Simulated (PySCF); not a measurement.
# Structure from NMR data

An unknown has the formula C6H3Cl3. Its calculated NMR data are:

¹H NMR (300 MHz, computed): δ 7.15 (d, 1H), 2.78 (m, 1H), 1.30 (d, 1H).

¹³C{¹H} NMR (computed): δ 132.3 (C), 117.5 (CH), 114.7 (C), 90.1 (C), 72.1 (CH), 19.7 (CH).

Isolated molecule, single conformer, equivalent nuclei averaged, non-relativistic Hamiltonian. Coordinates at the GFN2-xTB level; PBE0/pcSseg-1 with gauge-including orbitals; PySCF 2.14.

Scale: TMS for ¹H, ¹³C (reference shieldings calculated alike).

Deduce the structure.

## Answers


Rings plus π bonds: 4 (1 ring in the answer). 6 carbon signals for 6 carbons: no two carbons are equivalent. Carbon types of the structure: 3 × C, 3 × CH, which accounts for all hydrogens. δC 132.3: fully substituted alkene carbon; the olefinic region. δC 117.5: alkene CH; as expected for a trigonal carbon in a double bond. δC 114.7: allylic fully substituted sp3 carbon bonded to 3 Cl; 3 electronegative neighbours deshield it. δC 90.1: alkyne carbon; sp carbons lie upfield of alkene carbons because the cylindrical π system leaves one tensor component strongly shielded. δC 72.1: terminal alkyne carbon; sp carbons lie upfield of alkene carbons because the cylindrical π system leaves one tensor component strongly shielded. δC 19.7: three-membered-ring carbon; carbons of three-membered rings are unusually shielded. δH 1.30: hydrogen on a terminal alkyne carbon; it lies on the axis of the triple bond, in its shielding cone.

These data were computed for SMILES C#C[C@@H]1C=C1C(Cl)(Cl)Cl.

The shifts were computed for this structure.

Carbons that carry Cl, above all several Cl atoms, come out too deshielded, partly because spin–orbit coupling is missing. Shifts are as computed. Against solution values, carbons near 30 ppm lie about +3 ppm off and those near 130 ppm about +5 ppm; carbons on Cl a further +6 ppm. Of 1211 compounds with measured shifts, 218 miss one by over three times the rms of a fit or turn the order of signals round; such compounds aren't used in these exercises. Multiplicities follow the n + 1 count of equivalent neighbours, as no J values were calculated; m marks all less simple cases, F and P coupling included.
